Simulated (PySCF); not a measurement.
Dipole response of In (indium, neutral)

[Kr] 4d10 5s1 5p2, high-spin 4P determinant (an excited configuration). Calculation: PySCF 2.14, in aug-cc-pwCVTZ-DK3 with one added diffuse shell each of s, p, d, f type (11s10p8d5f1g, 125 functions); the spin-free X2C one-electron Hamiltonian (Gaussian nucleus). Coupled (time-dependent) response in atomic units; α is the mean over directions.

```tsv
method	mean α (bohr³)	α xx, yy, zz	C₆ (like pair)	S(−4)
UHF	67.53	56.57, 73.01, 73.01	738.7	1871
PBE	76.68	58.57, 85.74, 85.74	846.4	2920
PBE0	71.79	56.39, 79.50, 79.50	785.0	2374
```

S(−4) is the Cauchy moment in α(ω) = α(0) + S(−4) ω² + …

Spin-orbit coupling is absent.

α(iu) at UHF:

```json
{"u (hartree)": "0", "α(iu) (bohr³)": "67.53"}
{"u (hartree)": "0.0500", "α(iu) (bohr³)": "63.22"}
{"u (hartree)": "0.100", "α(iu) (bohr³)": "53.53"}
{"u (hartree)": "0.200", "α(iu) (bohr³)": "34.74"}
{"u (hartree)": "0.300", "α(iu) (bohr³)": "23.11"}
{"u (hartree)": "0.500", "α(iu) (bohr³)": "12.41"}
{"u (hartree)": "0.750", "α(iu) (bohr³)": "7.403"}
{"u (hartree)": "1.00", "α(iu) (bohr³)": "5.178"}
{"u (hartree)": "1.50", "α(iu) (bohr³)": "3.162"}
{"u (hartree)": "2.00", "α(iu) (bohr³)": "2.213"}
{"u (hartree)": "3.00", "α(iu) (bohr³)": "1.289"}
{"u (hartree)": "5.00", "α(iu) (bohr³)": "0.5961"}
```

A single London oscillator, α(iu) = α/(1 + u²/ω²), gives C₆ = (3/4) ω α². Matching the computed C₆ needs ω = 4 × 738.7 / (3 × 67.53²) = 0.216 hartree.

The components differ because the open shell of this determinant is not spherical; for a pure term their mean is the scalar polarisability.
